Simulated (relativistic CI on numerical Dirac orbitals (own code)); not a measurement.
**Ru7+: M2,3 absorption edge**

Computed with this model: Dirac-Coulomb-Breit CI, separate exchange-only KLI orbitals for each configuration, a model potential for QED, valence Slater integrals scaled by 0.8, multiplet model of core-to-valence dipole absorption; configurations [Kr] 4d → [Ne] 3s2 3p5 3d10 4s2 4p6 4d2; 80 K; Lorentzian 2 eV and Gaussian 0.4 eV FWHM. Energies are those of the free ion, without screening or charge transfer. The branching ratio is the share of the lower-energy edge in the whole absorption, uncertain by about 0.02 where the edges overlap. S is read from ⟨S²⟩ = S(S + 1).

Field parameters in Wybourne normalisation: D3d B²₀ = −7Dσ, B⁴₀ = −14Dq − 21Dτ, B⁴₃ = −14√(10/7) Dq; D4h B²₀ = −7Ds, B⁴₀ = 21(Dq − Dt), B⁴₄ = 21√(5/14) Dq; Oh B⁴₀ = 21Dq, B⁴₄ = √(5/14) B⁴₀; Td as Oh with Dq negative (B⁴₀ = 21Dq, B⁴₄ = √(5/14) B⁴₀). The field is a parameter set, without covalency.

Case D4h, 10Dq = 29350, Ds = 1250, Dt = -430 cm⁻¹, the dichroism is that of the ground state at zero temperature, magnetised by exchange field 10 meV on Sz. The dichroism I(Δm = −1) − I(Δm = +1), over the sum of the three polarisations, integrates to 0.0408 on the lower edge and 0.0146 on the upper edge. The branching ratio is 0.734.

(1) Use the orbital sum rule with 9 holes to get ⟨Lz⟩.

Results:

(1) For a p → d edge ⟨Lz⟩ = 2 × n_h × (sum of both integrals) in this sign convention = 1.00; the ground state itself has ⟨Lz⟩ = 1.00 and ⟨Sz⟩ = -0.50. The rule assumes one radial integral for both edges, which relativistic orbitals only approach.
